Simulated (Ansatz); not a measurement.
CH$_{8}$Sn$_{2}$ (`[SnH3][CH2][SnH3]`) at its PBE0-D4/def2-TZVP geometry, where that method's forces vanish. Total charge 0; spin multiplicity 1. Sn takes the def2 core potential.

```xyz
11

Sn   -1.3927   -0.9438    0.7100
C     0.4312   -0.6786   -0.3795
Sn    1.1422    1.3380   -0.4896
H    -1.8455   -2.5926    0.7178
H    -2.6323   -0.0232   -0.0223
H    -1.1767   -0.4118    2.3196
H     0.2821   -1.0476   -1.3963
H     1.2045   -1.2918    0.0879
H     1.4247    1.9290    1.0888
H    -0.0345    2.3156   -1.2511
H     2.5970    1.4068   -1.3854
```

**Question.** What forces (eV/Å) does ωB97M-V/def2-TZVPP give on these atoms in the Gaussian-basis code of Ansatz? (An estimate is asked.)

**Answer.** Ansatz gave: 
```
Sn1 -0.044 -0.008  0.026
C2   0.012 -0.020 -0.011
Sn3  0.018  0.049 -0.004
H4   0.034  0.114 -0.002
H5   0.080 -0.054  0.044
H6  -0.010 -0.030 -0.101
H7   0.024  0.019  0.086
H8  -0.062  0.042 -0.052
H9  -0.021 -0.039 -0.096
H10  0.070 -0.063  0.049
H11 -0.101 -0.008  0.062
```
